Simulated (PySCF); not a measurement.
## Mn: ionisation energy

Mn [Ar] 3d5 4s2 (6S) → Mn⁺ [Ar] 3d5 4s1 (7S), as a difference of total energies. Calculation: PySCF 2.14, in aug-cc-pVDZ (7s6p4d2f, 59 functions); no relativity, point nucleus. Correlated levels: valence: [Ar] frozen. The calculations carry no spin-orbit coupling.

```
           method  ionisation energy (eV)  difference from reference (eV)
              UHF                   5.980                          -1.454
    MP2 (valence)                   6.913                          -0.521
SCS-MP2 (valence)                   7.109                          -0.325
   CCSD (valence)                   7.148                          -0.286
CCSD(T) (valence)                   7.212                          -0.222
```

Reference: 7.434 eV (measured; NIST Atomic Spectra Database, ionization energies).

These non-relativistic numbers lack the scalar-relativistic shift.

Errors of the correlated levels include the incompleteness of this basis and the frozen core.
